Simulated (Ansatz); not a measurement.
```yaml
crystal:
  periodic: [false, false, false]
  atoms:
    - {symbol: B, position_ang: [-1.340298, -0.985406, -1.313502]}
    - {symbol: N, position_ang: [-0.392165, -0.456314, -0.436928]}
    - {symbol: C, position_ang: [1.001354, -0.264721, -0.850736]}
    - {symbol: C, position_ang: [1.872987, -1.457737, -0.510679]}
    - {symbol: Si, position_ang: [-0.813449, 0.068055, 1.184922]}
    - {symbol: Si, position_ang: [-0.913322, 2.408728, 1.291168]}
    - {symbol: H, position_ang: [-1.010712, -1.266760, -2.432661]}
    - {symbol: H, position_ang: [-2.465955, -1.143683, -0.936225]}
    - {symbol: H, position_ang: [1.402499, 0.637579, -0.373418]}
    - {symbol: H, position_ang: [1.017961, -0.082566, -1.927813]}
    - {symbol: H, position_ang: [1.513845, -2.349697, -1.028513]}
    - {symbol: H, position_ang: [2.907255, -1.277061, -0.813057]}
    - {symbol: H, position_ang: [1.863442, -1.661060, 0.562494]}
    - {symbol: H, position_ang: [-2.116134, -0.532668, 1.560204]}
    - {symbol: H, position_ang: [0.233204, -0.406360, 2.135050]}
    - {symbol: H, position_ang: [0.370243, 3.006931, 0.829744]}
    - {symbol: H, position_ang: [-1.160905, 2.854612, 2.689819]}
    - {symbol: H, position_ang: [-2.007453, 2.919330, 0.421930]}
basis:
  gaussian: {orbitals: def2-TZVP}
total_charge: -2
hamiltonian: {xc: {name: SPW92}, pseudopotentials: {relativity: scalar}}
output: {forces: true}
```

```sh
$ ansatz run in.yaml --threads 4 --pin off --events-out ev --progress --plain --max-ram 11315MiB
```

It prints (some lines left out):

```
Functional definition: SPW92
1716 factors; their error is unknown
mean field evaluation 1: about -20100.9181 eV, gradient 6.4e1 eV
mean field evaluation 2: about -19868.1501 eV, gradient 2.2e2 eV
mean field evaluation 4: about -20106.6139 eV, gradient 4.0e1 eV
mean field evaluation 8: about -20114.0027 eV, gradient 1.1e1 eV
mean field evaluation 16: about -20114.4578 eV, gradient 1.9e0 eV
mean field evaluation 32: about -20114.4450 eV, gradient 3.0e-5 eV
mean field -20114.44500308 eV, -739.1922198028 hartree, gradient 1.3e-6 eV, S^2 0.000000; 8 other end points of the search recorded, 0 dependent functions left out
reference -20114.44505661 eV, -739.1922217697 hartree; 33, 33 occupied and 237, 237 virtual orbitals, 1716 factors
Total energy: -20114.44505661 eV, -739.1922217697 hartree
Relativity: scalar
Atom 0 at    -1.340298    -0.985406    -1.313502 Å, force    -1.234461    -0.128394    -1.038560 eV/Å
Atom 1 at    -0.392165    -0.456314    -0.436928 Å, force     2.255437    -0.263847     1.439362 eV/Å
Atom 2 at     1.001354    -0.264721    -0.850736 Å, force    -1.378530    -0.904167     1.111341 eV/Å
Atom 3 at     1.872987    -1.457737    -0.510679 Å, force    -0.603918     0.395601    -0.136268 eV/Å
Atom 4 at    -0.813449     0.068055     1.184922 Å, force     0.370584     0.503172    -1.321306 eV/Å
Atom 5 at    -0.913322     2.408728     1.291168 Å, force    -0.983256    -0.056965     0.399249 eV/Å
Atom 6 at    -1.010712    -1.266760    -2.432661 Å, force     0.174002    -0.080941    -0.558610 eV/Å
Atom 7 at    -2.465955    -1.143683    -0.936225 Å, force    -0.464002    -0.173189     0.154209 eV/Å
Atom 8 at     1.402499     0.637579    -0.373418 Å, force     0.371325     0.521412     0.209280 eV/Å
Atom 9 at     1.017961    -0.082566    -1.927813 Å, force     0.101024     0.190717    -0.726796 eV/Å
Atom 10 at     1.513845    -2.349697    -1.028513 Å, force    -0.203017    -0.300680    -0.226469 eV/Å
Atom 11 at     2.907255    -1.277061    -0.813057 Å, force     0.824399     0.141742    -0.262031 eV/Å
Atom 12 at     1.863442    -1.661060     0.562494 Å, force     0.015110     0.020478     0.465219 eV/Å
Atom 13 at    -2.116134    -0.532668     1.560204 Å, force    -0.172796    -0.156520     0.118472 eV/Å
Atom 14 at     0.233204    -0.406360     2.135050 Å, force     0.382145    -0.218030     0.441930 eV/Å
Atom 15 at     0.370243     3.006931     0.829744 Å, force     0.794485    -0.012739    -0.299719 eV/Å
Atom 16 at    -1.160905     2.854612     2.689819 Å, force    -0.071842     0.261883     0.325269 eV/Å
Atom 17 at    -2.007453     2.919330     0.421930 Å, force    -0.176689     0.260468    -0.094573 eV/Å
Dipole moment:     0.791031    -0.199127     0.654762 e Å
```

Q: What is wrong with this run?

A: The charge is far from anything that the molecule holds. Self-consistency was reached. The result belongs to that input, not to the molecule as meant.
